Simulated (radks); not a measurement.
Values are calculated unless marked as measured or tabulated.
Ionisation ladder of tantalum, from Ta22+ to Ta43+. Each ion is in the ground configuration listed by NIST, and IE = E(next ion) - E(this ion). Level of theory: scalar-relativistic Kohn-Sham, r2SCAN, spin-polarised, spherical densities, finite nucleus; open shells are filled with parallel spins first (spin-orbit coupling, left out, can overturn this in heavy ions); meta-GGA in the generalised Kohn-Sham scheme; Fermi nuclear charge, rms radius 5.3507 fm (a radial shooting solver on a logarithmic mesh with Libxc functionals).

species      configuration  IE, Delta-SCF (eV)  <r> HOMO (bohr)
Ta22+        [Kr] 4d10 4f5              635.28            0.480
Ta23+        [Kr] 4d10 4f4              680.25            0.472
Ta24+        [Kr] 4d10 4f3              726.24            0.465
Ta25+        [Kr] 4d10 4f2              773.19            0.457
Ta26+        [Kr] 4d10 4f1              821.06            0.451
Ta27+            [Kr] 4d10              1072.8            0.460
Ta28+             [Kr] 4d9              1120.0            0.456
Ta29+             [Kr] 4d8              1167.5            0.452
Ta30+             [Kr] 4d7              1215.3            0.448
Ta31+             [Kr] 4d6              1263.3            0.445
Ta32+             [Kr] 4d5                   ?            0.440
Ta33+             [Kr] 4d4              1380.3            0.437
Ta34+             [Kr] 4d3              1431.0            0.433
Ta35+             [Kr] 4d2                   ?            0.430
Ta36+             [Kr] 4d1              1533.2            0.427
Ta37+                 [Kr]              1777.7            0.425
Ta38+    [Ar] 3d10 4s2 4p5                   ?            0.422
Ta39+    [Ar] 3d10 4s2 4p4              1877.5            0.420
Ta40+    [Ar] 3d10 4s2 4p3              1947.8            0.417
Ta41+    [Ar] 3d10 4s2 4p2              1999.8            0.415
Ta42+    [Ar] 3d10 4s2 4p1                   ?            0.412
Ta43+        [Ar] 3d10 4s2              2261.2            0.401

Estimate the withheld Delta-SCF values.

Answer. Ta32+: 1329.8 eV (NIST 1313); Ta35+: 1482.0 eV (NIST 1490); Ta38+: 1828.3 eV (NIST 1799); Ta42+: 2050.3 eV (NIST 2113).
